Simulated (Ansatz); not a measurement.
`[SiH3]BI`, relaxed with RKS PBE0-D4/def2-TZVP in Ansatz 0.2.0 from a PBE-D4/def2-SVP geometry. The force threshold is 0.005 eV/Å; the program also tests the step.

Total charge 0; spin multiplicity 1. I takes the def2 core potential.

Start:

```xyz
7

Si   -0.425   -0.169    0.772
B     0.795    0.207   -0.792
I    -0.058    0.425   -2.730
H    -1.214   -1.428    0.512
H    -1.412    0.961    0.920
H     0.314   -0.329    2.075
H     2.000    0.333   -0.757
```

```json
{"step": "1", "energy (eV)": "-16716.4432", "largest force (eV/Å)": "0.476", "largest move (Å)": "0.000"}
{"step": "2", "energy (eV)": "-16716.4614", "largest force (eV/Å)": "0.151", "largest move (Å)": "0.037"}
{"step": "3", "energy (eV)": "-16716.4626", "largest force (eV/Å)": "0.020", "largest move (Å)": "0.009"}
{"step": "4", "energy (eV)": "-16716.4627", "largest force (eV/Å)": "0.005", "largest move (Å)": "0.003"}
{"step": "5", "energy (eV)": "-16716.4628", "largest force (eV/Å)": "0.004", "largest move (Å)": "0.007"}
```

End:

```xyz
7

Si   -0.424   -0.169    0.771
B     0.794    0.207   -0.782
I    -0.067    0.411   -2.697
H    -1.197   -1.411    0.495
H    -1.388    0.958    0.906
H     0.304   -0.332    2.058
H     1.978    0.337   -0.750
```

Hardware: 2 threads of an Arm Neoverse V2 on a shared host. Wall time 14 s, peak host memory 0.29 GiB.
